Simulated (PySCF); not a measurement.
C2H10FNSi2, SMILES CC[SiH2][Si@@H](N)F. The structure is a stationary point at PBE-D3(BJ)/def2-SVP. The structure was generated by enumeration; whether it is a known compound was not checked. Other conformers were not sampled.

### Question
Give the equilibrium geometry at PBE-D3(BJ)/def2-SVP (PySCF confirms it by a frequency run) as bond lengths and angles. (An estimate is asked for; the answer gives what the named calculation found.)

### Answer
Several could match; the one computed here: 
Atoms: C1 C2 Si3 Si4 N5 F6 H7 H8 H9 H10 H11 H12 H13 H14 H15 H16. Bond lengths (Å): C1–C2 1.534, C1–H7 1.110, C1–H8 1.110, C1–H9 1.110, C2–Si3 1.905, C2–H10 1.112, C2–H11 1.112, Si3–Si4 2.346, Si3–H12 1.512, Si3–H13 1.508, Si4–N5 1.732, Si4–F6 1.656, Si4–H14 1.503, N5–H15 1.023, N5–H16 1.023. Angles (°): C2–C1–H7 111.6, C2–C1–H8 111.7, C2–C1–H9 111.6, H7–C1–H8 107.3, H7–C1–H9 107.1, H8–C1–H9 107.3, C1–C2–Si3 114.6, C1–C2–H10 110.8, C1–C2–H11 111.2, Si3–C2–H10 107.5, Si3–C2–H11 106.7, H10–C2–H11 105.5, C2–Si3–Si4 109.7, C2–Si3–H12 109.6, C2–Si3–H13 110.8, Si4–Si3–H12 108.0, Si4–Si3–H13 111.5, H12–Si3–H13 107.3, Si3–Si4–N5 106.5, Si3–Si4–F6 109.0, Si3–Si4–H14 115.4, N5–Si4–F6 114.2, N5–Si4–H14 106.3, F6–Si4–H14 105.7, Si4–N5–H15 119.8, Si4–N5–H16 120.7, H15–N5–H16 110.7.
